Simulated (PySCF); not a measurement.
CHO2 (SMILES O=C[O-]), charge -1, singlet, geometry from GFN2-xTB; HF/6-31G* (PySCF).

Here is a job for PySCF.
```python
from pyscf import gto, scf

mol = gto.M(
    atom='''
O    -1.03999170   -0.46775065   -0.00405004
C    -0.07158051    0.29026371    0.00151333
O     1.13823216    0.06937908    0.00197307
H    -0.35644062    1.44539027    0.00753576
''',
    basis='6-31g*',
    charge=-1,
    verbose=4,
    symmetry=True,
)

mf = scf.RHF(mol)
mf.irrep_nelec = {'A1': 12, 'A2': 2, 'B1': 4, 'B2': 6}
mf.kernel()
mf.analyze()
```

**Question.** What does PySCF print? Leave out banner, timings and long lists.

**Answer.** 
```
PySCF version 2.14.0

[INPUT] verbose = 4
[INPUT] num. atoms = 4
[INPUT] num. electrons = 24
[INPUT] charge = -1
[INPUT] spin (= nelec alpha-beta = 2S) = 0
[INPUT] symmetry True subgroup None
[INPUT] Mole.unit = angstrom
[INPUT] Symbol           X                Y                Z      unit          X                Y                Z       unit  Magmom
[...]
nuclear repulsion = 63.2400660179477
point group symmetry = C2v
symmetry origin: [ 4.34435097e-17 -2.46486014e-09 -1.64324011e-09]
symmetry axis x: [ 0.00139467  0.0055575  -0.99998358]
symmetry axis y: [0.97091286 0.23941808 0.00268472]
symmetry axis z: [ 0.23942907 -0.97090066 -0.00506193]
num. orbitals of irrep A1 = 19
num. orbitals of irrep A2 = 5
num. orbitals of irrep B1 = 7
num. orbitals of irrep B2 = 13
number of shells = 20
number of NR pGTOs = 85
number of NR cGTOs = 44
basis = 6-31g*
ecp = {}

******** <class 'pyscf.scf.hf_symm.SymAdaptedRHF'> ********
method = SymAdaptedRHF
initial guess = minao
damping factor = 0
level_shift factor = 0
DIIS = <class 'pyscf.scf.diis.CDIIS'>
diis_start_cycle = 1
diis_space = 8
diis_damp = 0
SCF conv_tol = 1e-09
SCF conv_tol_grad = None
SCF max_cycles = 50
direct_scf = True
direct_scf_tol = 1e-13
Freeze 24 electrons in irreps ['A1', 'A2', 'B1', 'B2']
    0 free electrons in irreps
Set gradient conv threshold to 3.16228e-05
Initial guess from minao.
init E= -188.459287740918
HOMO (B1) = 0.0825658663520739  LUMO (B2) = -0.430938659057897  gap/eV = -13.97317

WARN: A1 HOMO -0.331297842293664 > system LUMO -0.430938659057897

WARN: B1 HOMO 0.0825658663520739 > system LUMO -0.430938659057897

WARN: B2 LUMO -0.430938659057897 < system HOMO 0.0825658663520739

cycle= 1 E= -187.486832489339  delta_E= 0.972  |g|= 0.331  |ddm|= 2.96
HOMO (B1) = 0.183598807525108  LUMO (B2) = 0.166303906183237  gap/eV = -0.47062

WARN: B1 HOMO 0.183598807525108 > system LUMO 0.166303906183237

WARN: B2 LUMO 0.166303906183237 < system HOMO 0.183598807525108

cycle= 2 E= -187.523245744927  delta_E= -0.0364  |g|= 0.0971  |ddm|= 0.483
HOMO (B1) = 0.147862227710506  LUMO (B2) = 0.142072466230498  gap/eV = -0.15755

WARN: B1 HOMO 0.147862227710506 > system LUMO 0.142072466230498

WARN: B2 LUMO 0.142072466230498 < system HOMO 0.147862227710506

cycle= 3 E= -187.526440202445  delta_E= -0.00319  |g|= 0.0326  |ddm|= 0.157
HOMO (B1) = 0.153537076876471  LUMO (B2) = 0.156505841427435  gap/eV = 0.08078
cycle= 4 E= -187.526881636248  delta_E= -0.000441  |g|= 0.00745  |ddm|= 0.0753
HOMO (B1) = 0.151682043916579  LUMO (B2) = 0.155714068721911  gap/eV = 0.10972
cycle= 5 E= -187.526910148164  delta_E= -2.85e-05  |g|= 0.00175  |ddm|= 0.024
HOMO (B1) = 0.151694085483061  LUMO (B2) = 0.156191847688071  gap/eV = 0.12239
cycle= 6 E= -187.526911961937  delta_E= -1.81e-06  |g|= 0.000329  |ddm|= 0.00706
HOMO (B1) = 0.151640985212775  LUMO (B2) = 0.1562218166678  gap/eV = 0.12465
cycle= 7 E= -187.526912022502  delta_E= -6.06e-08  |g|= 0.000115  |ddm|= 0.00103
HOMO (B1) = 0.151656832506377  LUMO (B2) = 0.156227509410754  gap/eV = 0.12437
cycle= 8 E= -187.526912032653  delta_E= -1.02e-08  |g|= 6.17e-05  |ddm|= 0.000187
HOMO (B1) = 0.151653663759648  LUMO (B2) = 0.15623128094456  gap/eV = 0.12456
cycle= 9 E= -187.526912037694  delta_E= -5.04e-09  |g|= 3.66e-05  |ddm|= 0.000139
HOMO (B1) = 0.15165530075867  LUMO (B2) = 0.156233282251581  gap/eV = 0.12457
cycle= 10 E= -187.526912040916  delta_E= -3.22e-09  |g|= 9.13e-06  |ddm|= 0.000172
HOMO (B1) = 0.151655255924558  LUMO (B2) = 0.156233522972824  gap/eV = 0.12458
cycle= 11 E= -187.526912041065  delta_E= -1.5e-10  |g|= 1.71e-06  |ddm|= 3.86e-05
HOMO (B1) = 0.151655231001727  LUMO (B2) = 0.156233548327251  gap/eV = 0.12458
Extra cycle  E= -187.526912041067  delta_E= -1.59e-12  |g|= 7.64e-07  |ddm|= 2.93e-06
converged SCF energy = -187.526912041067
**** SCF Summaries ****
Total Energy =                        -187.526912041066964
Nuclear Repulsion Energy =              63.240066017947733
One-electron Energy =                 -389.750155874844722
Two-electron Energy =                  138.983177815830032
Two-electron Coulomb Energy =          161.141977074055887
DFT Exchange-Correlation Energy =      -22.158799258225855
HOMO-LUMO gap [eV] =                     0.124582360066865
Wave-function symmetry = A1
occupancy for each irrep:     A1   A2   B1   B2
                               6    1    2    3
**** MO energy ****
[...]
 ** Mulliken pop on meta-lowdin orthogonal AOs  **
 ** Mulliken pop  **
 ** Mulliken atomic charges  **
charge of    0O =     -0.19013
charge of    1C =     -0.48504
charge of    2O =     -0.19013
charge of    3H =     -0.13471

WARN: System has nonzero charge -1; the dipole moment is origin-dependent.
Location of origin: [0. 0. 0.]

Dipole moment(X, Y, Z, Debye):  0.26685, -1.08208, -0.00564
```
